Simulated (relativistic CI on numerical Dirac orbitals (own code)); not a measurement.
**Hyperfine structure of Sn32+, mass number 119**

Calculated at this level of theory: Dirac-Coulomb-Breit CI, separate exchange-only KLI orbitals for each configuration, QED by a radiative potential, unscaled Slater integrals (own radial code, finite nucleus).

Configuration list (outside the closed core [Ne]): 3s²3p⁶, 3s²3p⁵3d, 3s3p⁶3d, 3s²3p⁵4s, 3s²3p⁵4p, 3s²3p⁵4d, 3s3p⁶4s, 3p⁶3d4p, 3p⁶3d², 3p⁵3d³, 3p⁵3d²4s, 3p⁵3d²4p, 3p⁵3d²4d, 3p⁶3d4s, 3p⁵3d4s², 3p⁵3d4s4p, 3p⁵3d4s4d. Double excitations out of closed p, d and f shells are left out; levels of such configurations are missing from the list, as are those of other unlisted configurations, and high levels can miss mixing partners.

Nuclear spin I = 1/2, μ = -1.0459 μN (tables of Stone and Pyykkö). The electronic factors are computed for point nuclear moments, without core polarisation or the Bohr-Weisskopf and QED corrections.

```
        Level  E (cm⁻¹)  A (GHz)
3s²3p⁵3d ³P°1   1174214   -52.62
3s²3p⁵3d ³F°3   1217721   -79.86
3s²3p⁵3d ³D°2   1231565    -73.3
3s²3p⁵3d ³F°4   1276384    -53.6
3s²3p⁵3d ³D°3   1360835   -47.29
3s²3p⁵3d ³D°1   1468848    22.31
3s²3p⁵3d ³F°2   1631615   -203.7
3s²3p⁵3d ¹P°1   1887536    92.05
```

Levels with J = 0, under 50 % of one LS term, or S terms without an open s electron are left out. Small factors come from cancelling terms and can be off by tens of per cent or more.

At this charge energies of transitions that change n are usually good to better than 1 %, and those within a shell (Δn = 0) to a few per cent.

(1) Give the hyperfine levels of 3s²3p⁵3d ³F°3 relative to its centre of gravity.

Answers

(1) With K = F(F + 1) − I(I + 1) − J(J + 1), E = AK/2: F = 5/2: 159.7, F = 7/2: -119.8 GHz.

LS names give the leading component of a level, which can be under half, so a name can repeat, a term be missing and a line seem to break the LS rules.
